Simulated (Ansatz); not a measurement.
Consider the substitution at a C–Si bond: `[SiH3]C[SiH]1CC1` + H–F → `FC[SiH]1CC1` + SiH₄.

Calculated with Ansatz (gas phase, PBE0-D4/def2-TZVP geometries, no zero-point term in ΔE). CBS: MP2 limit from def2 TZ/QZ plus the TZ coupled-cluster correction, frozen cores. This one scheme is used for every species. Functionals use def2-TZVPP. B3LYP here is the variant with VWN-RPA as its local correlation; programs differ in this. One conformer a species, not always the lowest.

```json
{"level": "PBE-D4", "ΔE (kcal/mol)": "26.2", "difference from CCSD(T)/CBS": "-3.6"}
{"level": "r2SCAN-D4", "ΔE (kcal/mol)": "26.7", "difference from CCSD(T)/CBS": "-3.1"}
{"level": "PBE0-D4", "ΔE (kcal/mol)": "28.1", "difference from CCSD(T)/CBS": "-1.7"}
{"level": "B3LYP-D4", "ΔE (kcal/mol)": "25.2", "difference from CCSD(T)/CBS": "-4.6"}
{"level": "ωB97X-V", "ΔE (kcal/mol)": "25.4", "difference from CCSD(T)/CBS": "-4.4"}
{"level": "ωB97M-V", "ΔE (kcal/mol)": "26.9", "difference from CCSD(T)/CBS": "-2.9"}
{"level": "B2PLYP", "ΔE (kcal/mol)": "25.6", "difference from CCSD(T)/CBS": "-4.2"}
{"level": "PBE", "ΔE (kcal/mol)": "24.5", "difference from CCSD(T)/CBS": "-5.3"}
{"level": "r2SCAN", "ΔE (kcal/mol)": "26.2", "difference from CCSD(T)/CBS": "-3.6"}
{"level": "B3LYP", "ΔE (kcal/mol)": "22.4", "difference from CCSD(T)/CBS": "-7.4"}
{"level": "MP2/def2-TZVPP", "ΔE (kcal/mol)": "32.0", "difference from CCSD(T)/CBS": "2.2"}
{"level": "CCSD/def2-TZVPP", "ΔE (kcal/mol)": "27.9", "difference from CCSD(T)/CBS": "-1.9"}
{"level": "CCSD(T)/def2-TZVPP", "ΔE (kcal/mol)": "28.5", "difference from CCSD(T)/CBS": "-1.3"}
{"level": "MP2/def2-QZVPP", "ΔE (kcal/mol)": "32.8", "difference from CCSD(T)/CBS": "3.0"}
{"level": "HF/CBS(def2)", "ΔE (kcal/mol)": "22.3", "difference from CCSD(T)/CBS": "-7.5"}
{"level": "CCSD/CBS(def2)", "ΔE (kcal/mol)": "29.2", "difference from CCSD(T)/CBS": "-0.6"}
{"level": "CCSD(T)/CBS", "ΔE (kcal/mol)": "29.8", "difference from CCSD(T)/CBS": "0"}
```

Largest T1 diagnostic among the species: 0.011.

In def2-TZVPP, CCSD(T) changes the Hartree–Fock value by +6.3 kcal/mol (the triples alone add +0.6 kcal/mol) and MP2 by +9.8 kcal/mol. The D4 term adds +2.8 kcal/mol with B3LYP and +1.6 kcal/mol with PBE0; it sums over pairs of atoms, weighted by their polarisabilities, and B3LYP, whose exchange is more repulsive, gets the larger term.
